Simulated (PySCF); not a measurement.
## Re- (rhenium, charge -1) across methods

[Xe] 4f14 5d6 6s2, high-spin 5D determinant. Calculation: PySCF 2.14, in def2-QZVPPD with the def2 core potential (60 electrons) (7s6p4d4f2g, 91 functions); a scalar-relativistic core potential.

| method | E (hartree) | mean ε 6s β (eV) | mean ε 5d α (eV) | mean ε 5d β (eV) | Σ⟨r²⟩ (bohr²) | ⟨S²⟩ |
| --- | --- | --- | --- | --- | --- | --- |
| PBE | -78.2034 | 1.238 | 1.464 | 3.339 | 76.73 | 6.027 |
| PBE0 | -78.1546 | 0.733 | 0.190 | 2.342 | 76.82 | 6.034 |
| BP86 | -78.2904 | 1.050 | 1.367 | 3.159 | 76.61 | 6.027 |
| r2SCAN | -78.2038 | 1.139 | 1.107 | 3.327 | 76.68 | 6.065 |
| HSE06 | -78.1550 | 1.037 | 0.599 | 2.713 | 76.85 | 6.030 |
| UHF | -77.45700 | 0.159 | -3.540 | 0.018 | 81.47 | 6.112 |
| r2SCAN0 | -78.1507 | 0.624 | -0.097 | 2.332 | 76.90 | 6.063 |
| BLYP | -78.1548 | 1.217 | 1.777 | 3.452 | 76.94 | 6.020 |
| LDA | -78.0220 | 0.980 | 1.408 | 3.385 | 76.31 | 6.023 |

Energies and moments cover only the electrons outside the core potential. Spin-orbit coupling, absent here, splits the open shell strongly. At PBE the highest occupied level has a positive energy, so only the finite basis holds that electron; in a semilocal or global hybrid functional this comes from self-interaction and does not mean that the real anion is unbound.

The highest occupied level is positive at PBE, PBE0, BP86, r2SCAN, HSE06, UHF, r2SCAN0, BLYP, LDA: only the finite basis holds that electron, at UHF too, so the state is unbound at these levels.
